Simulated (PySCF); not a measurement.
## Radial density of Ge²⁺ (germanium, charge +2)

UHF, [Ar] 3d10 4s2, closed-shell 1S. Computed with PySCF 2.14 in x2c-SVPall, with the spin-free X2C one-electron Hamiltonian (Gaussian nucleus).

| r (bohr) | 4πr²ρ (e/bohr) |
| --- | --- |
| 0.000690 | 0.1973 |
| 0.00116 | 0.5353 |
| 0.00195 | 1.372 |
| 0.00328 | 3.246 |
| 0.00552 | 7.405 |
| 0.00929 | 15.44 |
| 0.0156 | 27.62 |
| 0.0263 | 38.17 |
| 0.0442 | 36.82 |
| 0.0743 | 31.79 |
| 0.125 | 43.88 |
| 0.210 | 36.35 |
| 0.354 | 23.11 |
| 0.595 | 27.74 |
| 1.00 | 9.574 |
| 1.68 | 2.065 |
| 2.83 | 0.4794 |
| 4.76 | 0.008490 |
| 8.01 | 1.021e-05 |

Densities and radii are taken from the X2C orbitals without a picture-change correction, which distorts them close to the nucleus.
